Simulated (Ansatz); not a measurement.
H₆AlN₃, SMILES `[NH2][Al]([NH2])[NH2]` with one electron removed (charge 1, multiplicity 2), frozen-core CCSD(T)/cc-pVTZ // r2SCAN-D4/def2-TZVP in Ansatz (an electronic-structure program). The calculation was stopped at its time limit.

Ansatz 0.2 input:
```yaml
crystal:
  periodic: [false, false, false]
  atoms:
    - { symbol: N, position_ang: [-1.518875, -0.906711, 0.468731] }
    - { symbol: Al, position_ang: [-0.000085, -0.000007, 0.357749] }
    - { symbol: N, position_ang: [-0.031463, 1.762084, 0.170319] }
    - { symbol: N, position_ang: [1.550292, -0.855351, 0.434021] }
    - { symbol: H, position_ang: [-2.433356, -0.533183, 0.272116] }
    - { symbol: H, position_ang: [-1.598918, -1.873984, 0.737735] }
    - { symbol: H, position_ang: [0.763268, 2.334839, -0.063807] }
    - { symbol: H, position_ang: [-0.846616, 2.343109, 0.281321] }
    - { symbol: H, position_ang: [2.450194, -0.416657, 0.544017] }
    - { symbol: H, position_ang: [1.665572, -1.854133, 0.373874] }
basis:
  gaussian: { orbitals: cc-pVTZ }
correlation:
  method: ccsd_t
total_charge: 1
magnetization:
  spin_polarized: true
  initial_magnetization: 1
```

The last lines of the output:

```
mean field evaluation 128: about -11118.8974 eV, gradient 1.9e0 eV
mean field evaluation 160: about -11119.1130 eV, gradient 1.3e0 eV
mean field evaluation 192: about -11119.0034 eV, gradient 7.6e-1 eV
mean field evaluation 224: about -11115.4531 eV, gradient 1.6e-2 eV
mean field evaluation 256: about -11118.0679 eV, gradient 3.0e-1 eV
mean field evaluation 288: about -11119.8609 eV, gradient 7.4e-4 eV
mean field -11120.35496034 eV, -408.6655071452 hartree, gradient 6.4e-6 eV, S^2 0.759521; 10 other end points of the search recorded, 0 dependent functions left out
determinant -11120.35496034 eV, -408.6655071452 hartree, with singles and doubles -11139.79630592 eV, -409.3799634174 hartree
determinant -11120.35488954 eV, -408.6655045434 hartree, with singles and doubles -11139.79624156 eV, -409.3799610523 hartree
determinant -11120.35481387 eV, -408.6655017626 hartree, with singles and doubles -11139.79614884 eV, -409.3799576449 hartree
determinant -11119.86093878 eV, -408.6473521878 hartree, with singles and doubles -11139.80598575 eV, -409.3803191447 hartree
determinant -11119.86079036 eV, -408.6473467335 hartree, with singles and doubles -11139.63873723 eV, -409.3741728747 hartree
determinant -11119.86074337 eV, -408.6473450065 hartree, with singles and doubles -11139.63869244 eV, -409.3741712288 hartree
determinant -11118.06518659 eV, -408.5813595119 hartree, with singles and doubles -11138.46760146 eV, -409.3311344293 hartree
determinant -11120.35496034 eV, -408.6655071452 hartree, with singles and doubles -11139.62089142 eV, -409.3735170533 hartree
determinant -11120.35488954 eV, -408.6655045434 hartree, with singles and doubles -11139.62082694 eV, -409.3735146838 hartree
determinant -11120.35481387 eV, -408.6655017626 hartree, with singles and doubles -11139.62073270 eV, -409.3735112205 hartree
determinant -11119.86093878 eV, -408.6473521878 hartree, with singles and doubles -11139.63886165 eV, -409.3741774473 hartree
determinant -11120.35496034 eV, -408.6655071452 hartree, with singles and doubles -11139.66900616 eV, -409.3752852374 hartree
determinant -11120.35488954 eV, -408.6655045434 hartree, with singles and doubles -11139.66894840 eV, -409.3752831150 hartree
determinant -11120.35481387 eV, -408.6655017626 hartree, with singles and doubles -11139.66884783 eV, -409.3752794191 hartree
determinant -11119.86093878 eV, -408.6473521878 hartree, with singles and doubles -11139.64038748 eV, -409.3742335203 hartree
```
